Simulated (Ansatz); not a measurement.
`[F][Mo](=[S])([Cl])([Cl])[Cl]` + H–F → `[F][Mo]([F])(=[S])([Cl])[Cl]` + HCl at 600 K and 1 bar (ligand exchange at a Mo–Cl bond).

Program: Ansatz. Geometries: PBE0-D4/def2-TZVP. ΔE: electronic, gas phase. CBS: MP2 limit from def2 TZ/QZ plus the TZ coupled-cluster correction, frozen cores. This one scheme is used for every species. def2 core potentials past Kr. For Mo outer-core shells are correlated without core-valence functions, which leaves a few kJ/mol of doubt a bond.

```
                        species  CCSD(T)/CBS energy (Eh)  H − E (kJ/mol)  S (J/(mol·K))
`[F][Mo](=[S])([Cl])([Cl])[Cl]`              -1945.21695            83.4          477.6
                            H–F               -100.39570            42.3          194.0
 `[F][Mo]([F])(=[S])([Cl])[Cl]`              -1585.22878            84.3          463.8
                            HCl               -460.38127            35.4          207.2
```

H − E and S are ideal-gas, rigid-rotor, harmonic terms from PBE0-D4/def2-TZVP. 1 Eh = 2625.50 kJ/mol, R = 8.31446 J/(mol·K).

Problem. By hand: ΔE, ΔH, ΔS and ΔG.

Solution. ΔE = (-1585.22878) + (-460.38127) − (-1945.21695) − (-100.39570) = 0.00260 Eh = 6.8 kJ/mol. Δ(H − E) = 84.3 + 35.4 − 83.4 − 42.3 = -6.0, so ΔH = 0.8 kJ/mol. ΔS = 463.8 + 207.2 − 477.6 − 194.0 = -0.6 J/(mol·K). ΔG = 0.8 − 600 × (-0.6)/1000 = 1.2 kJ/mol.

Problem. By hand: the equilibrium constant, and the temperature at which ΔG would vanish if ΔH and ΔS stayed fixed.

Solution. log₁₀ K = −ΔG/(RT ln 10) = -0.1. ΔH and −TΔS have one sign here, so there is no such temperature. One of them is within its doubt of zero, so this could turn.

TΔS isn't small against ΔH here. The sign of ΔG lies within the doubt. A doubt of 5 kJ/mol in ΔE shifts log₁₀ K by 0.4 here. These are equilibria of isolated gas molecules and say nothing of rates. Largest T1 diagnostic: 0.024 (customary marks: 0.02 for closed shells, 0.045 for open ones).
